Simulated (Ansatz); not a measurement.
The cluster PbO2. Total charge 0; singlet. Geometry r2SCAN-D4/def2-TZVP.

Cartesian coordinates in Å:
```
Pb 0.000 0.000 0.000
O 1.409 0.452 1.163
O -1.409 -0.452 -1.162
```

In the def2 sets Pb takes a core potential; there is no spin–orbit coupling. The restricted singlet is unstable towards broken spin symmetry in Hartree–Fock (as tested in another run); at PBE-D4/def2-TZVP, r2SCAN-D4/def2-TZVP, PBE0-D4/def2-TZVP, CAM-B3LYP-D4/def2-TZVP this wasn't settled. Another isomer (singlet) lies 0.42 eV lower at PBE0-D4/def2-TZVP; other spin states weren't run for this one.

**Question.** Estimate the orbital energies around the gap (eV) in Ansatz with PBE-D4/def2-TZVP, r2SCAN-D4/def2-TZVP, PBE0-D4/def2-TZVP, CAM-B3LYP-D4/def2-TZVP.

**Answer.** 
```
orbital  PBE-D4/def2-TZVP  r2SCAN-D4/def2-TZVP  PBE0-D4/def2-TZVP  CAM-B3LYP-D4/def2-TZVP
 HOMO−5            -12.67               -13.01             -14.07                  -15.54
 HOMO−4             -8.86                -9.03              -9.84                  -11.03
 HOMO−3             -7.87                -8.17              -9.41                  -10.96
 HOMO−2             -7.87                -8.17              -9.41                  -10.96
 HOMO−1             -6.79                -7.08              -8.28                   -9.73
   HOMO             -6.79                -7.08              -8.28                   -9.73
   LUMO             -3.97                -3.79              -2.92                   -1.98
 LUMO+1             -2.80                -2.63              -2.13                   -1.30
 LUMO+2             -2.80                -2.63              -2.13                   -1.30
 LUMO+3              0.66                 1.33               1.35                    1.96
 LUMO+4              2.12                 2.73               2.63                    3.13
 LUMO+5              2.12                 2.73               2.63                    3.13
```
